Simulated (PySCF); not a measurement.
Delta-SCF ions had no search for a lower state. Excitations are Tamm–Dancoff values on a coarser integration grid. The basis has no diffuse functions, so Rydberg states are missing or too high.

Cartesian coordinates (Å):
```xyz
9

S      2.0895    -1.0040    -0.3866
Si     0.1794    -0.0798    -0.1740
S      0.1896     1.7953    -1.2029
S     -1.1092    -1.5679    -1.0138
S     -0.3415     0.4174     1.8447
H      2.6598    -0.2281     0.5622
H     -0.9184     2.2571    -0.5787
H     -2.1202    -0.6998    -1.2390
H     -0.6538    -0.8550     2.1793
```
Charge 0, spin multiplicity 1.

Problem. Give the T1 excitation (TDA), vertical ionisation energy (Delta-SCF), S1 excitation (TDA), HOMO–LUMO gap and S1–T1 gap (TDA) at the level PBE-D3(BJ)/def2-TZVP // PBE0-D4/def2-SVP (PySCF).

Solution. 
```json
{
 "T1 excitation (TDA)": "4.46 eV",
 "vertical ionisation energy (Delta-SCF)": "8.71 eV",
 "S1 excitation (TDA)": "4.68 eV",
 "HOMO–LUMO gap": "4.61 eV",
 "S1–T1 gap (TDA)": "0.22 eV"
}
```
